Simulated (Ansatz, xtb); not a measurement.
**C4H6O2Si: which of two isomers lies lower**

Structure a is `C=C1CC(=O)O[SiH2]1`, a singlet and structure b is `C=C[SiH]1OC=CO1`, a singlet. Both are isolated molecules in the gas phase, relaxed with B3LYP-D3(BJ)/def2-SVP; the shapes shown needn't be the lowest conformers.

a (Å):

```json
{"atom": "C", "x (Å)": "-0.2955", "y (Å)": "0.8083", "z (Å)": "2.8938"}
{"atom": "C", "x (Å)": "-0.2914", "y (Å)": "0.3864", "z (Å)": "1.6243"}
{"atom": "C", "x (Å)": "-1.2494", "y (Å)": "0.8521", "z (Å)": "0.5445"}
{"atom": "C", "x (Å)": "-0.9642", "y (Å)": "0.1521", "z (Å)": "-0.7934"}
{"atom": "O", "x (Å)": "-1.5776", "y (Å)": "0.3349", "z (Å)": "-1.8030"}
{"atom": "O", "x (Å)": "0.0820", "y (Å)": "-0.7206", "z (Å)": "-0.7227"}
{"atom": "Si", "x (Å)": "0.8435", "y (Å)": "-0.8609", "z (Å)": "0.7991"}
{"atom": "H", "x (Å)": "-1.0175", "y (Å)": "1.5481", "z (Å)": "3.2596"}
{"atom": "H", "x (Å)": "0.4239", "y (Å)": "0.4335", "z (Å)": "3.6290"}
{"atom": "H", "x (Å)": "-1.1822", "y (Å)": "1.9383", "z (Å)": "0.3639"}
{"atom": "H", "x (Å)": "-2.3031", "y (Å)": "0.6500", "z (Å)": "0.8006"}
{"atom": "H", "x (Å)": "0.7403", "y (Å)": "-2.2583", "z (Å)": "1.2933"}
{"atom": "H", "x (Å)": "2.2720", "y (Å)": "-0.4665", "z (Å)": "0.6916"}
```

b (Å):

| atom | x (Å) | y (Å) | z (Å) |
| --- | --- | --- | --- |
| C | 1.4676 | 0.5484 | 2.9614 |
| C | 1.8430 | 1.3649 | 1.9658 |
| C | 1.5354 | -0.7915 | -1.1928 |
| C | 2.2334 | -1.6064 | -0.3869 |
| O | 1.6590 | 0.5557 | -0.9112 |
| O | 2.9581 | -0.9662 | 0.6047 |
| Si | 2.6759 | 0.7046 | 0.4481 |
| H | 0.9803 | 0.9205 | 3.8695 |
| H | 1.6408 | -0.5318 | 2.9056 |
| H | 1.6629 | 2.4434 | 2.0649 |
| H | 3.8945 | 1.4749 | 0.0964 |
| H | 0.8948 | -1.0634 | -2.0305 |
| H | 2.2961 | -2.6930 | -0.4179 |

Q: Estimate which is lower in electronic energy at CCSD(T)/def2-SVP + ΔMP2/def2-TZVPP, and by roughly how much.

A: Not settled: CCSD(T)/def2-SVP + ΔMP2/def2-TZVPP gives E(b) − E(a) = −4.84 kJ/mol, but this leans on the basis-set step: CCSD(T) alone gives +23.43 kJ/mol.

The same difference at several levels:

| level | geometry | E(b) − E(a) (kJ/mol) | departure from the last row (kJ/mol) | job, with rough time for the two |
| --- | --- | --- | --- | --- |
| GFN2-xTB | GFN2-xTB | +15.59 | +20.43 | optimisation, 0.19 s |
| HF/STO-3G | GFN2-xTB | +28.96 | +33.80 | single point, 0.34 s |
| r2SCAN-D4/def2-SVP | GFN2-xTB | +26.58 | +31.42 | single point, 3.2 s |
| B3LYP-D3(BJ)/def2-SVP | B3LYP-D3(BJ)/def2-SVP | +20.84 | +25.68 | optimisation, 29 s |
| HF/def2-SVP | B3LYP-D3(BJ)/def2-SVP | +22.84 | +27.68 | part of the CCSD(T) run |
| MP2/def2-SVP | B3LYP-D3(BJ)/def2-SVP | +27.47 | +32.30 | part of the CCSD(T) run |
| CCSD(T)/def2-SVP | B3LYP-D3(BJ)/def2-SVP | +23.43 | +28.27 | single point |
| CCSD(T)/def2-SVP + ΔMP2/def2-TZVPP | B3LYP-D3(BJ)/def2-SVP | −4.84 |  | single point, 48 s |

As drawn, b has 1 C=C, 1 O–Si, 1 C–O, 1 C–H in place of 2 C–C, 1 C=O, 1 Si–H.

GFN2-xTB, HF/STO-3G, r2SCAN-D4/def2-SVP, B3LYP-D3(BJ)/def2-SVP, HF/def2-SVP, MP2/def2-SVP, CCSD(T)/def2-SVP put the two in the other order. The largest departure from CCSD(T)/def2-SVP + ΔMP2/def2-TZVPP is that of HF/STO-3G, 33.80 kJ/mol. The last row adds to CCSD(T) the change of the MP2 difference between the two basis sets, here −28.27 kJ/mol, a large step that makes the value less sure.

With thermal terms from frequencies at re-optimised GFN2-xTB minima (ideal gas, soft modes damped towards free rotors, one conformer each, 298.15 K, 1 atm): on the last row, ΔE + ΔZPE = −0.53, ΔH = +0.18, ΔG = −1.90 kJ/mol.

The correlated steps freeze 11 core orbitals. Run with Ansatz 0.2.0, xtb 6.7.1; the last row on 4 threads of Arm Neoverse V2 on a shared host.
